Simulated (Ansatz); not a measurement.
Molecule: sum formula AlNH2Br2, charge 0, multiplicity 1. SMILES: [NH2][Al]([Br])[Br]
Coordinates optimised at B3LYP-D3(BJ)/def2-TZVP (Ansatz, a program for electronic structure):
```xyz
6

N     -2.3982    -0.2996     0.0311
Al    -0.6608    -0.0826     0.0086
Br     0.2039     1.9876    -0.1597
Br     0.6905    -1.8759     0.1481
H     -3.0661     0.4526    -0.0272
H     -2.8589    -1.1928     0.1039
```
Charge 0, spin multiplicity 1.

Computed values are from Ansatz. Cores are frozen in the correlated levels unless marked. UHF or UKS for open shells. Spin-orbit coupling is left out. Frozen are the shells of the preceding noble gas and the d and f shells that filled before the atom's block. No relativistic terms. Basis-set limits of correlation are two-point, X^-3; Hartree-Fock from the larger set.

The atomisation energy De is 1928.3 kJ/mol at CCSD(T)/CBS(def2-TZVPPD,def2-QZVPPD). The vertical ionisation energy (to the doublet) comes out as 10.50 eV at CCSD(T)/CBS(def2-TZVPPD,def2-QZVPPD) and the total energy is -5443.4678 Eh at CCSD(T)/CBS(def2-TZVPPD,def2-QZVPPD). The dipole moment comes out as 2.17 D at CCSD(T)/def2-SVPD and the T1 diagnostic comes out as 0.009 at CCSD/def2-QZVPPD.
